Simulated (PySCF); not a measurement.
Species: C₅H₄O₃ (charge -1 and doublet state).
Atom-mapped SMILES: `[O-:1][C:2]([OH:3])[c:4]1[cH:5][cH:6][o:7][cH:8]1` (hydrogens: H9 on O3; H10 on C5; H11 on C6; H12 on C8)

Level of theory: PySCF 2.14.0, PBE0-D3(BJ)/def2-SVP geometry optimisation, gas phase.

(1) List the bond lengths, angles and torsions at this level.

Answers

(1) 
```
  bond  length (Å)     order
 O1–C2       1.228    single
 C2–O3       1.388    single
 C2–C4       1.426    single
 C4–C5       1.433  aromatic
 C5–C6       1.359  aromatic
 C6–O7       1.361  aromatic
 O7–C8       1.412  aromatic
 C4–C8       1.444  aromatic
 O3–H9       0.973    single
C5–H10       1.089    single
C6–H11       1.090    single
C8–H12       1.104    single
```

Orders are formal, as drawn. A selection of angles:
```
    angle  degrees
 O1–C2–O3    118.8
 O1–C2–C4    128.8
 O3–C2–C4    112.4
 C2–O3–H9    104.1
 C2–C4–C5    127.4
 C2–C4–C8    125.9
 C5–C4–C8    106.0
 C4–C5–C6    107.2
C4–C5–H10    125.8
C6–C5–H10    127.0
 C5–C6–O7    112.2
C5–C6–H11    131.8
O7–C6–H11    115.9
 C6–O7–C8    107.3
O7–C8–H12    111.1
 C4–C8–O7    107.2
C4–C8–H12    123.6
```

Dihedral angles: O1–C2–C4–C5 -15° (synperiplanar); H9–O3–C2–O1 164° (antiperiplanar). The mirror-image conformer, all signs reversed, is as good.

The 5-membered ring C4–C5–C6–O7–C8 has internal angles of 106.0° to 112.2°; it is almost planar, 0.01 Å rms from its mean plane, widest ring torsion 3°. C4 (carbon bonded to 3 C) is planar (angles 127.4°, 125.9° and 106.0°, sum 359.4°, 0.07 Å off the plane of its three neighbours). C8 (carbon bonded to C, O and H) is pyramidal (angles 123.6°, 111.1° and 107.2°, sum 341.9°, 0.32 Å off the plane of its three neighbours). C2 (carbon bonded to C and 2 O) is planar (angles 128.8°, 118.8° and 112.4°, sum 360.0°, 0.00 Å off the plane of its three neighbours). O3 (oxygen bonded to C and H) is bent (angle 104.1°). C6 (carbon bonded to C, O and H) is planar (angles 131.8°, 115.9° and 112.2°, sum 360.0°, 0.01 Å off the plane of its three neighbours). Of the pairs four or more bonds apart, C8···H9 is among the closest relative to their van der Waals radii: 2.19 Å, 76 % of the sum of Bondi's values.

Point group: C1 (no symmetry element, even within 0.4 Å). Whether it is a minimum is left open (no frequencies). ⟨S²⟩ = 0.759 (exact for a doublet: 0.75). Whether the extra electron is bound in the gas phase wasn't checked; a finite basis holds it in any case. Torsions: O1–C2–O3–H 164°, O1–C2–C4–C5 -15°.

Hardware: one thread of an x86-64 server, on a shared host. Cost: 96 s wall. That covers the optimisation of the geometry.
